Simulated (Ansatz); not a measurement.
Stepwise reaction of `F[Si](Cl)(Br)Br` with ammonia, as a gas-phase model of exchange steps in deposition or etching. ΔE in kJ/mol; ΔG adds harmonic PBE0-D4 terms to CCSD(T)/CBS, at 1 bar.

Computed with Ansatz on PBE0-D4/def2-TZVP structures; ΔE is electronic, products minus reactants. CCSD(T)/CBS is the MP2 limit (def2-TZVPP, def2-QZVPP) plus CCSD(T) − MP2 in def2-TZVPP, frozen cores. This one scheme is used for every species. Functionals use def2-TZVPP. B3LYP here is the variant with VWN-RPA as its local correlation; programs differ in this. For Br outer-core shells are correlated without core-valence functions, which leaves a few kJ/mol of doubt a bond. Scalar relativity is left out up to krypton. Each species was taken in one conformer, which may not be the lowest.

```csv
step,reaction,PBE-D4,B3LYP-D4,ωB97M-V,CCSD(T)/CBS,ΔG(400 K)
2,`N[Si](F)(Cl)Br` + NH₃ → `N[Si](N)(F)Cl` + HBr,19.8,13.0,14.2,16.2,13.8
```

Q: Give the row of step 1, `F[Si](Cl)(Br)Br` + NH₃ → `N[Si](F)(Cl)Br` + HBr. (Estimate.)

A: The calculation gave: 
```
step                                          reaction  PBE-D4  B3LYP-D4  ωB97M-V  CCSD(T)/CBS  ΔG(400 K)
   1  `F[Si](Cl)(Br)Br` + NH₃ → `N[Si](F)(Cl)Br` + HBr    20.6      12.1     11.6         15.6        4.5
```

Q: By hand: ΔE of the 2 steps together at CCSD(T)/CBS.

A: (15.6) + (16.2) = 31.8 kJ/mol, or 15.9 kJ/mol a step.

In ΔE the steps differ by no more than 0.6 kJ/mol. All are uphill at CCSD(T)/CBS. ΔG lies between 4.5 and 13.8 kJ/mol a step. PBE-D4 differs from CCSD(T)/CBS by 3.6 to 5.0 kJ/mol a step. Isolated molecules leave out the surface, adducts and barriers. Largest T1 diagnostic: 0.010.
